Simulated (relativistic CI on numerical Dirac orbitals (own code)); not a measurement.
**Spin-allowed bands of a d2 ion in an octahedral site, by hand**

Problem. Take Δ = 25650 cm⁻¹ and B = 570 cm⁻¹ for a d2 ion in an octahedral site. Calculate the three spin-allowed bands.

Working.
1. The terms of highest spin are 3F (energy 0) and 3P (15B = 8550 cm⁻¹). Here the F term splits into A2 at +1.2Δ = 30780, T2 at +0.2Δ = 5130 and T1 at −0.6Δ = -15390 cm⁻¹.
2. The two T1 states mix through the element 0.4Δ: H = [[-15390, 10260], [10260, 8550]], with roots ½(H₁₁ + H₂₂) ∓ ½√[(H₂₂ − H₁₁)² + 4H₁₂²] = ½(-6840) ∓ ½(31531) = -19185 and 12345 cm⁻¹.
3. The ground term is 3T1 at -19185 cm⁻¹.
4. Bands: 3T2 24315 cm⁻¹ (411 nm), 3T1(P) 31531 cm⁻¹ (317 nm), 3A2 49965 cm⁻¹ (200 nm).

Check. Exact diagonalisation of the whole d2 shell with these parameters gives 3T2 24315, 3T1 31531, 3A2 49965 cm⁻¹. The match is exact, since without spin-orbit coupling no other term has this spin. The ratio of the second band to the first, 1.297, depends on Δ/B = 45.0 alone, which is how a Tanabe-Sugano diagram is read.
